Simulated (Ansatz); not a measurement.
Ansatz (a first-principles code) input:
A basis named .json is the Basis Set Exchange file of that set.

Ansatz 0.2 input:
```yaml
crystal:
  periodic: [false, false, false]
  atoms:
    - {symbol: In, position_ang: [0.00000000, 0.00000000, 0.00000000]}
    - {symbol: I, position_ang: [0.00000000, 0.00000000, 2.56752916]}
    - {symbol: I, position_ang: [-0.00000000, -0.00000000, -2.56752916]}
basis:
  gaussian:
    orbitals: def2-QZVPP.json
hamiltonian:
  xc: pbe
total_charge: 1
magnetization: {spin_polarized: false}
correlation: {method: rpa, electrons: outside_noble_gas}
```

Question: Predict the final energy.

Answer: -782.96971 Eh (RPA@PBE/def2-QZVPP). The basis has 246 functions. The run takes roughly 24 core-seconds.

It need not be the lowest isomer of its formula.
